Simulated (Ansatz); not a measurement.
A run for Ansatz (a program for electronic structure): R-r2SCAN/def2-TZVPP on CH4BeO (SMILES [CH3][Be][OH]), atoms moved off the minimum.

Ansatz 0.2 input:
```yaml
crystal:
  periodic: [false, false, false]
  atoms:
    - {symbol: Be, position_ang: [-0.04330530, -0.11549438, 0.13604536]}
    - {symbol: C, position_ang: [1.01019781, 0.52134769, -1.00714820]}
    - {symbol: H, position_ang: [1.99090212, -0.01614257, -1.10965029]}
    - {symbol: H, position_ang: [1.23912650, 1.68112594, -0.87416083]}
    - {symbol: H, position_ang: [0.61158688, 0.35581130, -2.14226092]}
    - {symbol: O, position_ang: [-0.94814869, -0.59209991, 1.04218401]}
    - {symbol: H, position_ang: [-1.82518658, -0.30893556, 1.30687932]}
basis:
  gaussian:
    orbitals: def2-TZVPP
hamiltonian:
  xc: {name: r2SCAN}
scf: {lower_state_search: off}
output: {forces: true}
```

The head of its log:

```
WARN ansatz: RAYON_NUM_THREADS=1 ignored (pool sized by the plan → 1); use --threads N
Functional definition: r2SCAN
these checks for a lower state are left out or cut short: stability, starts, cluster_reference, orbital_swaps, neighbouring_geometries, increment
integrals: 0.04 GiB planned
708 factors; their error is unknown
mean field: 0.35 GiB planned
mean field evaluation 1: about -3538.9170 eV, gradient 8.1e1 eV
mean field evaluation 2: about -3511.4424 eV, gradient 1.4e2 eV
```

Give the final energy of this run.

-130.5113 hartree.
